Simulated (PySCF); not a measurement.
Coordinates in bohr (charge 0 multiplicity 2):
```
Se    0.1483    0.2575    0.0000
Cl    0.3879    0.6732    4.2995
Cl    0.3879    0.6732   -4.2995
Cl    4.1133   -1.4731    0.0000
Cl   -3.3375    2.8196    0.0000
Cl   -1.8885   -3.2778    0.0000
```

Method: UPBE0/[Se def2-SVP, Cl def2-SVP], no relativity, density fitting, PySCF.

This geometry of SeCl₅ is a stationary point at this level.

Problem. What is the point group?

Solution. C4v.

Problem. Is it a minimum?

Solution. Yes: all harmonic wavenumbers are real, though the softest, 54 cm⁻¹, leaves little margin.

Problem. Which band is strongest in the infrared?

Solution. 311 cm⁻¹ (e), 315 km/mol.

Problem. Give the ideal-gas entropy at 298.15 K and 1 bar by parts.

Solution. translation 178.0, rotation 116.5, vibration 111.6, spin 5.8; total 411.8 J/(mol K).

Other isomers or separated fragments may lie lower.
